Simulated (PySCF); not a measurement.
Correlation energy of Cl²⁺ (chlorine, charge +2)

[Ne] 3s1 3p3 4s1, high-spin 6S determinant (an excited configuration). Calculation: PySCF 2.14, in aug-cc-pwCVDZ (6s5p3d, 36 functions); no relativity, point nucleus. Frozen: 1s2; 13 electrons correlated.

MP2 pair energies summed by pair of shells (mhartree):

```
 pair  energy  share (%)
2p-2p  -84.95       50.2
2s-2p  -23.96       14.2
3p-3p  -18.89       11.2
2p-3p  -17.22       10.2
3p-4s   -9.23        5.5
2s-2s   -4.65        2.7
2p-3s   -3.82        2.3
2s-3p   -2.91        1.7
3s-3p   -1.35        0.8
2p-4s   -1.06        0.6
2s-3s   -0.72        0.4
3s-4s   -0.36        0.2
2s-4s   -0.12        0.1
```

Total MP2 correlation energy: -169.24 mhartree.

Same-spin part -70.83 and opposite-spin part -98.41 mhartree; SCS-MP2 scales them by 1/3 and 6/5 to -141.71 mhartree.
